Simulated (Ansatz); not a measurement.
Species: sum formula SnOCl (charge 0, doublet). It need not be the lowest isomer of its formula. SMILES: [O]=[Sn][Cl]
Geometry: optimised at B3LYP-D3(BJ)/def2-TZVP (Ansatz, an electronic-structure program).

Parts of the frozen-core correlation energy in def2-TZVPP (Ansatz, hartree). Frozen orbitals: 15; correlated occupied orbitals by spin: 9 and 8; virtual: 99 and 100. Open shells are spin-unrestricted. No spin-orbit coupling. Past Kr the def2 sets carry scalar-relativistic core potentials.

| term | value |
|---|---|
| reference (HF) | -747.79314 |
| MP2 opposite-spin | -0.34113 |
| MP2 same-spin | -0.11123 |
| CCSD correlation | -0.48566 |
| (T) | -0.02014 |
| T1 diagnostic | 0.026 |
| largest doubles amplitude | 0.064 |
| <S^2> of the reference | 0.763 |
